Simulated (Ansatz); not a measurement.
One change: `[SH][Al]([Br])[Br]` becomes `[NH2][Al]([Br])[Br]`.

Ansatz, PBE0-D4/def2-TZVP geometries, multiplicity 1. Each molecule was computed in one conformer, which needn't be the lowest.

Scalar relativity is left out up to krypton.

| property | `[SH][Al]([Br])[Br]` |
| --- | --- |
| LUMO energy (PBE/def2-TZVPP) / eV | -2.05 |
| LUMO energy (ωB97M-V/def2-TZVPP) / eV | 0.50 |
| HOMO energy (PBE0/def2-TZVPP) / eV | -8.21 |
| HOMO energy (PBE/def2-TZVPP) / eV | -6.99 |
| HOMO–LUMO gap (PBE0/def2-TZVPP) / eV | 6.98 |
| zero-point energy (PBE0-D4/def2-TZVP) / kJ/mol | 32.0 |

**Question.** What does the change do to each property? (Estimate.)

**Answer.** Computed: 
```
                                      property  `[NH2][Al]([Br])[Br]`  shift
             LUMO energy (PBE/def2-TZVPP) / eV                  -1.64   0.41
         LUMO energy (ωB97M-V/def2-TZVPP) / eV                   0.86   0.36
            HOMO energy (PBE0/def2-TZVPP) / eV                  -8.00   0.21
             HOMO energy (PBE/def2-TZVPP) / eV                  -6.59   0.40
          HOMO–LUMO gap (PBE0/def2-TZVPP) / eV                   7.19   0.21
zero-point energy (PBE0-D4/def2-TZVP) / kJ/mol                   74.5   42.5
```

With PBE0 the HOMO rises by 0.21 eV and the LUMO rises by 0.42 eV, so the gap widens by about 0.21 eV. PBE moves the HOMO by 0.40 eV and ωB97M-V by 0.02 eV. The zero-point energy changes by 42.5 kJ/mol with +3 modes.
